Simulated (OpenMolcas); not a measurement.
Ru5+: moving or changing the point charges

Ru5+ among 6 point charges of -1.5 e arranged as a trigonal antiprism (D3d), 1.84 Å from the ion, with a polar angle of 47.1° against the regular 54.74°.
```
   0.0000    1.3473    1.2532  -1.50
  -1.1668   -0.6736    1.2532  -1.50
   1.1668   -0.6736    1.2532  -1.50
   0.0000   -1.3473   -1.2532  -1.50
   1.1668    0.6736   -1.2532  -1.50
  -1.1668    0.6736   -1.2532  -1.50
```

```yaml
Program: OpenMolcas
Method: CASSCF
Basis: ANO-RCC-VTZP [7s6p4d2f1g]
Scalar_Hamiltonian: DKH2, point nucleus
Active_space: 3 electrons in 5 orbitals (4d)
State_averaging: 2S+1 = 4 even, 10 roots; 2S+1 = 2 even, 40 roots
Spin-orbit_coupling: RASSI with atomic mean-field integrals over the reference wave functions
```

Runs around this geometry, states (labels of D3, the rotations of D3d). Energies in cm-1 above the lowest state or level, χT in cm3 K/mol.

```csv
R (Å),q (e),Polar angle / regular,Ground state,First state of that spin,First gap with spin-orbit (degeneracies),χT at 300 K,First state of another spin
1.84,-1.5,0.79,4A2,4E 5515,"494.0 (2, 2)",0.778,2E 16931
1.84,-0.98,0.86,4A2,4E 4064,"478.7 (2, 2)",0.601,2E 17628
1.69,-1.5,0.86,4A2,4E 9295,"275.4 (2, 2)",1.167,2E 17468
1.84,-1.5,0.86,4A2,4E 6180,"383.1 (2, 2)",0.879,2E 17614
1.92,-1.5,0.86,4A2,4E 5025,"448.8 (2, 2)",0.730,2E 17585
```

Taking the first state of the same spin as R^-n, n = -ln(5025 / 9295) / ln(1.92 / 1.69) = 4.8 between the shortest and longest distance.

Scaling the charges by -0.98 / -1.5 = 0.65 scales the first state of the same spin by 4064 / 6180 = 0.66; with fixed orbitals a first-order splitting would follow the charge.

Without dynamic correlation the repulsion within the d shell is too large (B by tens of per cent), so at a given field states of lower spin stand too high. This is an electrostatic model: the charges have no orbitals. No measured value stands beside these numbers.
